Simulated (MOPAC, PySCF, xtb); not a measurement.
Breaking a bond: SMILES [SiH3]O (H4OSi). The Si1–O5 bond (Si1 also carries H, H, H; O5 carries H) is stretched with both fragments frozen at the PBE0/def2-TZVP optimised geometry.

GFN1-xTB (xtb); PM7, restricted, heats of formation (MOPAC); UKS-B3LYP/6-31G* = unrestricted B3LYP/6-31G*, spherical d run with PySCF 2.14.0; UCCSD(T) = CCSD(T) on UHF/cc-pVDZ, 6 core orbitals frozen (PySCF 2.14.0).

Energies relative to the lowest point of each curve near equilibrium, in mEh; the last columns give the difference from UCCSD(T):

| R / Å | GFN1-xTB | PM7 | UKS-B3LYP/6-31G* | UCCSD(T) | GFN1-xTB − UCCSD(T) | PM7 − UCCSD(T) | UKS-B3LYP/6-31G* − UCCSD(T) |
|---|---|---|---|---|---|---|---|
| 1.24 | 225.1 | 126.9 | 241.2 | 262.5 | -37.4 | -135.5 | -21.3 |
| 1.33 | 102.6 | 64.9 | 123.1 | 138.7 | -36.1 | -73.9 | -15.7 |
| 1.39 | 55.6 | 37.3 | 73.2 | 85.4 | -29.8 | -48.1 | -12.2 |
| 1.50 | 12.0 | 8.4 | 21.2 | 27.9 | -15.9 | -19.5 | -6.7 |
| 1.56 | 2.8 | 1.7 | 7.6 | 11.8 | -9.0 | -10.0 | -4.1 |
| 1.61 | 0.0 | 0.0 | 1.8 | 4.1 | -4.1 | -4.1 | -2.3 |
| 1.65 | 0.2 | 0.7 | 0.0 | 1.0 | -0.8 | -0.3 | -1.0 |
| 1.70 | 2.7 | 3.6 | 0.4 | 0.0 | 2.7 | 3.6 | 0.4 |
| 1.74 | 6.1 | 7.0 | 2.5 | 1.1 | 4.9 | 5.9 | 1.4 |
| 1.83 | 16.9 | 19.0 | 11.3 | 8.3 | 8.6 | 10.7 | 3.0 |
| 1.93 | 32.4 | 36.3 | 25.3 | 21.2 | 11.2 | 15.1 | 4.0 |
| 2.04 | 51.9 | 57.9 | 43.1 | 38.6 | 13.3 | 19.2 | 4.5 |
| 2.22 | 86.2 | 94.4 | 73.6 | 69.1 | 17.0 | 25.3 | 4.4 |
| 2.46 | 132.0 | 139.1 | 111.1 | 108.6 | 23.3 | 30.4 | 2.4 |
| 2.71 | 175.6 | 176.9 | 142.9 | 140.9 | 34.7 | 36.0 | 2.0 |
| 2.99 | 216.3 | 208.8 | 163.5 | 163.1 | 53.2 | 45.8 | 0.4 |
| 3.30 | 249.7 | 234.6 | 175.3 | 172.0 | 77.7 | 62.6 | 3.3 |
| 3.66 | 274.6 | 256.0 | 182.2 | 175.0 | 99.6 | 81.0 | 7.2 |
| 4.02 | 288.8 | 271.3 | 185.6 | 176.1 | 112.7 | 95.2 | 9.5 |
| 4.45 | 297.3 | 284.2 | 187.3 | 176.6 | 120.7 | 107.6 | 10.7 |
| 4.98 | — | 295.2 | 188.1 | 176.9 | — | 118.3 | 11.2 |
| 5.73 | — | 306.1 | 188.3 | 177.0 | — | 129.1 | 11.3 |

GFN1-xTB is furthest from UCCSD(T) at 4.45 (120.7 mEh, above); its mean absolute difference over the points is 35.6 mEh.

PM7 is furthest from UCCSD(T) at 1.24 (-135.5 mEh, below); its mean absolute difference over the points is 49.0 mEh.

UKS-B3LYP/6-31G* is furthest from UCCSD(T) at 1.24 (-21.3 mEh, below); its mean absolute difference over the points is 6.3 mEh.

A dash means that the run gave no value there, or that the column was ended at a point which the program doubted or which failed a test of continuity chosen for this set; such a test can also cut sound points.

The restricted form behind PM7 keeps the bonding electrons paired and can't separate into open-shell fragments. The unrestricted determinant behind UKS-B3LYP/6-31G* is spin-contaminated at 2.71 to 5.73 Å (<S²> up to 1.0, against 0.00 for a pure singlet). The unrestricted determinant behind UCCSD(T) is spin-contaminated at 2.46 to 5.73 Å (<S²> up to 1.0, against 0.00 for a pure singlet).
